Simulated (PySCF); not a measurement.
**Working out the ionisation energy of Ru**

Ru [Kr] 4d7 5s1 (5F) → Ru⁺ [Kr] 4d7 (4F). Calculation: PySCF 2.14, in aug-cc-pVDZ-PP with ECP28MDF (5s5p4d2f, 54 functions); scalar relativity through the core potential. Frozen: 4s2 4p6. Energies in hartree (1 hartree = 27.21139 eV):

```csv
part,Ru (lower),Ru⁺ (upper)
UHF,-93.812410,-93.581036
MP2 opposite-spin,-0.084047,-0.070947
MP2 same-spin,-0.069282,-0.051684
```

Problem. What does Hartree-Fock give?

Solution. (-93.581036) − (-93.812410) = 0.231374 hartree = 6.296 eV.

Problem. What do MP2 and SCS-MP2 (6/5 opposite-spin, 1/3 same-spin) give?

Solution. The opposite-spin parts differ by 0.356 eV and the same-spin parts by 0.479 eV. MP2: 6.296 + (0.356) + (0.479) = 7.131 eV. SCS-MP2: 6.296 + 1.2 × (0.356) + (0.479)/3 = 6.883 eV.

Measured between the centres of the two terms (NIST): 7.365 eV, so MP2 (valence) is off by -0.234 eV.

A double-zeta basis recovers only part of the correlation energy.

What remains against the reference includes basis incompleteness, the frozen core and correlation beyond second order.
